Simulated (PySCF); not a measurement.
SMILES CCC[SiH3], GFN2-xTB optimised geometry.

```
14

C      2.06    -0.92     0.00
C      0.53    -0.92     0.00
C     -0.04     0.50     0.00
Si    -1.94     0.54     0.00
H      2.44    -0.41    -0.88
H      2.44    -0.41     0.88
H      2.44    -1.93     0.00
H      0.17    -1.45    -0.88
H      0.17    -1.45     0.88
H      0.35     1.03    -0.87
H      0.34     1.03     0.87
H     -2.39     1.93     0.00
H     -2.44    -0.14     1.19
H     -2.44    -0.14    -1.20
```

Density from PySCF with PBE/def2-TZVP at that geometry.

Minimum of the electron density along straight lines between bonded atoms, close to the bond critical point (lines longer than 1.1 times the sum of covalent radii, or with two minima, are not listed):

```csv
bond,length / Å,ρ at the minimum / e bohr⁻³,∇²ρ there / e bohr⁻⁵,position (fraction from the first atom)
C1–C2,1.525,0.243,-0.57,0.50
C2–C3,1.526,0.240,-0.55,0.50
C3–Si4,1.900,0.117,0.14,0.61
C1–H5,1.089,0.277,-0.92,0.64
C1–H6,1.088,0.277,-0.92,0.64
C1–H7,1.088,0.277,-0.93,0.64
C2–H8,1.093,0.277,-0.93,0.64
C2–H9,1.093,0.277,-0.93,0.64
C3–H10,1.093,0.272,-0.88,0.64
C3–H11,1.093,0.272,-0.88,0.64
Si4–H12,1.464,0.123,0.17,0.50
Si4–H13,1.465,0.123,0.17,0.50
Si4–H14,1.465,0.123,0.17,0.50
```
